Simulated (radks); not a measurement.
Species: Re. Configuration: [Xe] 4f14 5d5 6s2. All-electron calculation, non-relativistic Kohn-Sham, PBE, spin-polarised, spherical densities, point nucleus; open shells are filled with parallel spins first (spin-orbit coupling, left out, can overturn this in heavy ions); relativity is left out, which matters for an element this heavy. Program: a radial shooting solver on a logarithmic mesh with Libxc functionals. Some entries of the table are withheld. Estimate them.

orbital  occ.  eigenvalue (Ry)  <r^2> (bohr^2)  <r> (bohr)
1s down     1        -4818.863       0.0005450     0.02020
1s up       1        -4818.863       0.0005450     0.02020
2s up       1        -794.6108        0.008521     0.08527
2s down     1        -794.5905        0.008521     0.08527
2p up       3        -762.1358        0.006298     0.07211
2p down     3        -762.1205        0.006298     0.07211
3s up       1        -182.3775         0.05329      0.2163
3s down     1        -182.3710         0.05329      0.2163
3p up       3        -167.2757         0.04924      0.2064
3p down     3        -167.2687         0.04924      0.2064
3d up       5        -139.1235         0.03822      0.1809
3d down     5        -139.1106         0.03822      0.1809
4s up       1        -36.96484          0.2609      0.4811
4s down     1        -36.94997          0.2609      0.4811
4p up       3        -30.61290          0.2701      0.4876
4p down     3        -30.59710          0.2700      0.4876
4d up       5        -19.01897          0.2920      0.5024
4d down     5        -18.99947          0.2916      0.5022
5s up       1         -5.18169           1.462       1.141
5s down     1         -4.99165           1.441       1.133
4f up       7         -3.81064          0.3952      0.5654
4f down     7         -3.77701          0.3890      0.5619
5p up       3         -3.32032           1.794       1.259
5p down     3         -3.10649           1.771       1.250
5d up       5         -0.58531           3.972         (1)
6s up       1         -0.39441           12.69       3.333
5d down     0         -0.36062           4.612         (2)
6s down     1         -0.30200           15.30       3.647

Answer. 
(1) 5d up <r> (bohr): 1.824
(2) 5d down <r> (bohr): 1.934
